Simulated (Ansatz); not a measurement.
Z-matrix (Å, degrees):
```
C
F 1 1.345
F 1 1.345 2 106.9
F 1 1.345 2 106.9 3 -114.1
Si 1 1.934 2 111.9 3 122.9
H 5 1.480 1 107.3 2 59.9
H 5 1.480 1 107.3 2 179.9
H 5 1.480 1 107.3 2 -60.1
```

Charge 0, multiplicity 1.

Q: List the PBE0/def2-TZVPP orbital energies in eV (Ansatz). (Estimate.)

A: Computed: Occupied: -1803.28, -674.96, -674.96, -674.96, -284.58, -145.66, -100.33, -100.30, -100.30, -36.69, -34.27, -34.27, -19.97, -17.14, -16.65, -16.65, -14.44, -13.37, -13.37, -12.38, -12.38, -11.75, -10.51, -10.51, -9.63. Lowest empty: 0.07, 0.76, 0.76, 1.47, 2.75, 2.75, 4.04, 4.40.
